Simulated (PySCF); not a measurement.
SMILES O=C/C=C/C=C/C(Cl)=C\[O-], [C7H6ClO2]-, charge -1

Molfile (atoms numbered from 1):
```
C7H6ClO2
     RDKit          3D

 16 15  0  0  0  0  0  0  0  0999 V2000
    3.7183    0.6932   -1.3420 O   0  0  0  0  0  0  0  0  0  0  0  0
    2.6675    0.3429   -0.8190 C   0  0  0  0  0  0  0  0  0  0  0  0
    1.3372    0.6956   -1.2080 C   0  0  0  0  0  0  0  0  0  0  0  0
    0.2358    0.2244   -0.5215 C   0  0  0  0  0  0  0  0  0  0  0  0
   -1.1200    0.4805   -0.7802 C   0  0  0  0  0  0  0  0  0  0  0  0
   -2.1412   -0.0588   -0.0057 C   0  0  0  0  0  0  0  0  0  0  0  0
   -3.5149    0.0907   -0.1212 C   0  0  0  0  0  0  0  0  0  0  0  0
   -4.1969    1.0882   -1.4007 Cl  0  0  0  0  0  0  0  0  0  0  0  0
   -4.4522   -0.5341    0.7641 C   0  0  0  0  0  0  0  0  0  0  0  0
   -4.1796   -1.2616    1.7133 O   0  0  0  0  0  0  0  0  0  0  0  0
    2.6932   -0.3403    0.0814 H   0  0  0  0  0  0  0  0  0  0  0  0
    1.2201    1.3564   -2.0739 H   0  0  0  0  0  0  0  0  0  0  0  0
    0.4465   -0.4338    0.3360 H   0  0  0  0  0  0  0  0  0  0  0  0
   -1.3874    1.1285   -1.6212 H   0  0  0  0  0  0  0  0  0  0  0  0
   -1.8706   -0.7080    0.8374 H   0  0  0  0  0  0  0  0  0  0  0  0
   -5.5217   -0.2967    0.5131 H   0  0  0  0  0  0  0  0  0  0  0  0
  1  2  2  0
  2  3  1  0
  3  4  2  0
  4  5  1  0
  5  6  2  0
  6  7  1  0
  7  8  1  0
  7  9  2  0
  9 10  1  0
  2 11  1  0
  3 12  1  0
  4 13  1  0
  5 14  1  0
  6 15  1  0
  9 16  1  0
M  CHG  1  10  -1
M  END
```

The calculation used quadratic response CAM-B3LYP/aug-cc-pVDZ first hyperpolarisability, Taylor convention, gas phase (PySCF). Geometry: PBE0-D3(BJ)/def2-SVP.

For a gas-phase anion, states above the detachment energy (about 2.7 eV, taken as minus the energy of the highest occupied orbital) lie in the continuum and depend on the basis.

**Question.** Give β for the processes computed.

**Answer.** In 10⁻³⁰ esu, Taylor convention; the vector part is βᵢ = ⅓ Σⱼ (βᵢⱼⱼ + βⱼᵢⱼ + βⱼⱼᵢ):
| process | λ (nm) | β vector norm | β HRS | depolarisation ratio |
| --- | --- | --- | --- | --- |
| static β(0;0,0) | ∞ | 13.93 | 7.81 | 2.67 |
| second harmonic β(−2ω;ω,ω) | 1907 | 17.19 | 9.43 | 2.82 |
| Pockels β(−ω;ω,0) | 1907 | 14.90 | – | – |
| second harmonic β(−2ω;ω,ω) | 1064 | 31.48 | 16.58 | 3.01 |
| Pockels β(−ω;ω,0) | 1064 | 17.46 | – | – |

**Question.** Which lowest excitations and polarisabilities go with it?

**Answer.** S1 3.32 eV (f = 1.159); S2 3.75 eV (f = 0.001); S3 3.86 eV (f = 0.001); isotropic α 178.4 au static, 181.9 au at 1907 nm, 190.4 au at 1064 nm, 193.9 au at 953.5 nm, 258.4 au at 532 nm.
